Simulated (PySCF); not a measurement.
Dipole moment and polarisability of `C#CC(=C)c1ccco1`

Species: C8H6O.
Structure used (GFN2-xTB), in Å, numbered top down from 1:
```
atom  x, y, z in Å
C1    -2.5425    1.5328    1.0449
C2    -1.8916    0.7061    0.4685
C3    -1.1395   -0.2820   -0.2220
C4    -1.7444   -1.2504   -0.9217
C5     0.3030   -0.1646   -0.1128
C6     1.0715    0.7526    0.5601
C7     2.4158    0.3922    0.3211
C8     2.3703   -0.7118   -0.4750
O9     1.1027   -1.0560   -0.7427
H10   -3.1096    2.2566    1.5500
H11   -1.1708   -1.9967   -1.4424
H12   -2.8165   -1.3090   -0.9839
H13    0.7115    1.5734    1.1460
H14    3.2921    0.8847    0.6898
H15    3.1435   -1.3199   -0.9018
```

Level: CAM-B3LYP/def2-SVPD (PySCF), static field, nuclei fixed, core orbitals frozen in the response. The polarisability tensor in these axes (au):

```
x   125.53  -1.43   0.15
y    -1.43  92.50  26.43
z     0.15  26.43  74.35
```

Problem. What are the eigenvalues, a third of the trace, and Δα (Δα² = ½Σ(αi − αj)² over the three pairs)?

Solution. Principal values 55.47, 111.29 and 125.62 au; mean 97.46 au = 14.44 Å³ = 16.07 × 10⁻⁴⁰ C²·m²/J; Δα = 64.20 au (66 % of the mean).

Problem. What is the dipole moment, and where does it point?

Solution. (0.59, 0.33, 0.25) D, 0.72 D in size, pointing from the negative to the positive side. Measured along this direction, the outermost atoms are H12 at the negative end and H14 at the positive end.

Problem. What molar refraction does this α imply?

Solution. Lorentz–Lorenz: R = (4π/3)N_A α = 2.5225 cm³/(mol·Å³) × 14.44 Å³ = 36.4 cm³/mol, in the limit of long wavelengths.

Problem. Find the Langevin capture rate constant for NO+ (29.998 u) meeting this molecule (118.042 u), k = 2.342 × 10⁻⁹ cm³/s × √(α in Å³ / reduced mass in u).

Solution. The reduced mass is 23.92 u, so k = 1.82 × 10⁻⁹ cm³/s. The formula leaves out the permanent dipole, which adds to the capture rate.

Problem. Refractivity n − 1 of an ideal gas of it at 400 K and 1 atm, from the electronic α?

Solution. N = p/kT = 1.8347 × 10¹⁹ cm⁻³, so n − 1 = 2π × N × 14.44 × 10⁻²⁴ cm³ = 1665 × 10⁻⁶ at long wavelengths, for an ideal gas.

Problem. In TDDFT the mean static polarisability is Σ f/ω² over all singlet excitations (ω in hartree). How much of it do the 8 lowest give? Their energies (eV) and oscillator strengths: 4.74, 0.3638; 5.63, 0.0001; 5.75, 0.1566; 6.09, 0.0042; 6.29, 0.0645; 6.36, 0.0029; 6.42, 0.0686; 6.83, 0.0087.

Solution. They add up to 18.23 au, 18.7 % of the 97.46 au; the largest single term is 12.00 au, from the state at 4.74 eV. Terms in order: 12.00, 0.00, 3.51, 0.08, 1.21, 0.05, 1.23, 0.14 au. Higher excitations give the rest. The strengths listed sum to 0.669.

Problem. How large is μ²/3kT at 350 K beside α?

Solution. In Gaussian units μ²/3kT = 3.59 Å³ against 14.44 Å³, a ratio of 0.25; the Debye molar polarisation (4π/3)N_A(α + μ²/3kT) is 45.5 cm³/mol, leaving out the vibrational part.

The structure is a single GFN2-xTB conformer in the gas phase; no vibrational or solvent corrections.
